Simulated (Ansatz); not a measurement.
A nudged elastic band was laid between two geometries of BH₄NS₂ (8 atoms, charge 0, multiplicity 1).

Method: RKS BHLYP-D4/def2-SVP (Ansatz 0.2.0).

- movable images: 7
- climbing image: yes
- spring: 5.0 eV/Å²
- optimiser: quadratic models (default)
- start path: IDPP
- force threshold: 0.05 eV/Å
- iteration limit: 36
- end points: relaxed

Image 0:

```xyz
8
Properties=species:S:1:pos:R:3
N -0.561 1.094 -0.009
B 0.225 -0.056 -0.012
S 2.043 0.130 -0.043
S -0.470 -1.743 0.013
H -1.564 1.081 0.004
H -0.169 2.019 -0.019
H 2.358 -1.171 -0.027
H -1.770 -1.410 0.038
```

Image 8:

```xyz
8
Properties=species:S:1:pos:R:3
N -0.389 1.370 -0.327
B -0.009 0.064 -0.024
S 1.722 -0.226 0.492
S -1.274 -1.249 -0.165
H 0.262 2.133 -0.369
H -1.338 1.631 -0.524
H 1.731 -1.559 0.389
H -0.613 -2.221 0.473
```

Problem. Which bonds break or form, and what moves?

Solution. No bond is made or broken. The dihedral S3–B2–S4–H8 goes from 180 to 13°.

Problem. What energy profile does the band end with?

Solution. It converged. The highest image is number 3 of 0 to 8, 14.5 kcal/mol above the first end and 14.2 kcal/mol above the last; the last end lies 0.3 kcal/mol above the first. The profile has 2 maxima (images 3, 7) with wells between them (image 5): this band takes more than one step, which may be the mechanism or a detour left from its start path. A structure lower than the last end lies on the path between it and the top, so the climb from that side starts below the end, which may itself be a saddle point or a shallow side well. A vibrational analysis at the climbing image gives one clearly imaginary mode, 425i cm⁻¹: a first-order saddle point.

```json
{"image": "0", "path coordinate (Å)": "0.00", "energy (kcal/mol)": "0.0", "dihedral S3–B2–S4–H8 (°)": "180"}
{"image": "1", "path coordinate (Å)": "0.63", "energy (kcal/mol)": "2.4", "dihedral S3–B2–S4–H8 (°)": "-166"}
{"image": "2", "path coordinate (Å)": "1.27", "energy (kcal/mol)": "10.3", "dihedral S3–B2–S4–H8 (°)": "-171"}
{"image": "3", "path coordinate (Å)": "1.90", "energy (kcal/mol)": "14.5", "dihedral S3–B2–S4–H8 (°)": "-180"}
{"image": "4", "path coordinate (Å)": "2.81", "energy (kcal/mol)": "6.6", "dihedral S3–B2–S4–H8 (°)": "169"}
{"image": "5", "path coordinate (Å)": "3.71", "energy (kcal/mol)": "0.1", "dihedral S3–B2–S4–H8 (°)": "176"}
{"image": "6", "path coordinate (Å)": "4.62", "energy (kcal/mol)": "3.5", "dihedral S3–B2–S4–H8 (°)": "123"}
{"image": "7", "path coordinate (Å)": "5.52", "energy (kcal/mol)": "3.6", "dihedral S3–B2–S4–H8 (°)": "67"}
{"image": "8", "path coordinate (Å)": "6.43", "energy (kcal/mol)": "0.3", "dihedral S3–B2–S4–H8 (°)": "13"}
```

Problem. What is the geometry of the highest image?

Solution. 
```xyz
8
Properties=species:S:1:pos:R:3
N -0.681 1.062 -0.218
B 0.132 -0.114 0.039
S 1.756 0.052 0.833
S -0.450 -1.759 -0.424
H -0.933 1.562 0.624
H -0.235 1.726 -0.836
H 2.122 -1.238 0.863
H -1.618 -1.348 -0.936
```

Time of the run: 11 min on 1 thread of Intel(R) Xeon(R) Processor @ 2.50GHz (Skylake/Cascade Lake) (shared host), peak memory 0.18 GiB.
